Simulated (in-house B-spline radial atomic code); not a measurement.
A run on Os⁻ that did not converge. Method: scalar-relativistic (X2C) PBE0, spin-polarised, spherical fractional occupations, exact exchange averaged over the configuration, Fermi nucleus of rms radius 5.4126 fm; computed with an all-electron radial atomic-structure program (B-spline basis).

Command:
```bash
python run_scf.py task.json out
```
Settings (nuclear radius in fm, mass in u):
```
Z                76
configuration    [Xe] 4f14 5d7 6s2
hamiltonian      x2c
method           pbe0
spin_polarised   True
nucleus          fermi
rms_radius       5.4126
atomic_mass      191.96148
speed_of_light   137.035999084
exact_exchange   averaged over the configuration
```

First and last ten iterations of the last attempt (damped for 15 steps, keeping 80 % of the old Fock matrix, then DIIS):
```
 iter        energy (Eh)    residual
    1      -17253.300773    5.86e-01
    2      -17236.923417    3.44e-01
    3      -17255.116338    9.65e-02
    4      -17255.328593    4.98e-02
    5      -17255.383926    3.04e-02
    6      -17255.403548    2.06e-02
    7      -17255.412743    1.47e-02
    8      -17255.417820    1.09e-02
    9      -17255.420828    8.24e-03
   10      -17255.422664    6.24e-03
  111      -17254.814019    5.58e-02
  112      -17255.423793    4.02e-03
  113      -17255.424121    3.87e-03
  114      -17242.657723    2.05e-01
  115      -17243.095610    2.05e-01
  116      -17254.870124    5.23e-02
  117      -17254.859298    5.24e-02
  118      -17254.857340    5.22e-02
  119      -17254.856597    5.22e-02
  120      -17254.866824    5.18e-02
 not converged after 120 iterations
```

The smallest residual met was 3.6e-03; the threshold is about 8e-07. No energy from this run should be used. Run time, properties included: 7.9 s on 1 thread of Intel(R) Xeon(R) Platinum 8488C, on a shared host.
